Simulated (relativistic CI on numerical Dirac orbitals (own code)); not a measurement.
## Radial parameters of Re+

Method of calculation: Dirac-Coulomb-Breit CI, KLI orbitals optimised for each configuration, model QED (radiative potential, 1s self-energy scaled to tabulated hydrogen-like ionisation energies), valence Slater integrals scaled by 0.85, P86 correlation energy added to each configuration (own radial code, finite nucleus).

Slater integrals F^k, G^k are unscaled and averaged over j, outside the closed core [Xe] 4f14; ζ comes from projecting the Hamiltonian with its Breit term on Σ l·s of the shell.

- 5d5.6s: F^2(5d,5d) = 54581, F^4(5d,5d) = 35612, ζ(5d) = 2428.1, G^2(5d,6s) = 22656 cm⁻¹; <r>(5d) = 1.858, <r^2>(5d) = 4.116, <r>(6s) = 2.874, <r^2>(6s) = 9.337 (bohr units).
- 5d4.6s2: F^2(5d,5d) = 56472, F^4(5d,5d) = 36979, ζ(5d) = 2665.5 cm⁻¹; <r>(5d) = 1.805, <r^2>(5d) = 3.864 (bohr units).
- 5d6: F^2(5d,5d) = 52825, F^4(5d,5d) = 34351, ζ(5d) = 2191.9 cm⁻¹; <r>(5d) = 1.911, <r^2>(5d) = 4.367 (bohr units).

(1) Give the Racah parameters of the d shell in 5d5.6s.

In this model ζ of a weakly bound d, f or g electron outside closed shells comes out too small, for d by up to a factor of two or three and at times with the wrong sign; that of an outer p electron is too small as well.

Correlation outside the listed configurations is missing or only estimated: errors of thousands of cm⁻¹ between configurations and terms are usual at this charge. Rates and lifetimes follow the computed energies and can be off by large factors. The fine structure of a lone outer electron comes out too small, for d and f at times inverted, and misplaced configurations move strength between like terms. 5 of the 11 excited levels that our extract of the measured tables holds in this range could be paired (the sources list more); they are missed by 1075 cm⁻¹ on average and 1536 at most, and levels without a partner can miss by more. Some levels of the ground configuration have no partner and can miss by 10 % or more.

Averages of the first 10 configurations, taken without configuration mixing, which lowers the lowest level and can move excited configurations by several eV; other configurations of the list can lie among them:

| Configuration | Parity | States | Average energy above the lowest level (eV) |
| --- | --- | --- | --- |
| 5d5.6s | even | 504 | 5.2 |
| 5d4.6s2 | even | 210 | 6.8 |
| 5d6 | even | 210 | 5.1 |
| 5d4.6s.6p | odd | 2520 | 11.7 |
| 5d5.6p | odd | 1512 | 10.4 |
| 5d5.6d | even | 2520 | 15.1 |
| 5d3.6s.6p2 | even | 3600 | 20.7 |
| 5d3.6s2.6p | odd | 720 | 14.7 |
| 5d5.6f | odd | 3528 | 18.2 |
| 5d5.7s | even | 504 | 14.2 |

## Answers

(1) B = F²/49 − 5F⁴/441 = 710 cm⁻¹ and C = 35F⁴/441 = 2826 cm⁻¹; values fitted to spectra at such low charge are typically 15 to 30 % smaller.
